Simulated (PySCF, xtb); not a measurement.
GeI2, SMILES [I][Ge][I] (connectivity only; charge and spin as stated), neutral, multiplicity 1.

GFN2-xTB in xtb at its own geometry gives an orbital gap of 3.23 eV and a dipole moment of 7.07 D.

The structure is a stationary point at r2SCAN-D4/def2-SVP. The isomer is the one that the SMILES or the coordinates give; other isomers of the formula were not compared. The def2 effective core potentials stand for the cores of I; spin–orbit coupling is left out.

Task: What does M06-2X/def2-TZVPD (PySCF) give? (An estimate is asked for; the answer gives what the named calculation found.)

Result: gap 5.70 eV (levels -8.25 and -2.55 eV), dipole 1.60 D.
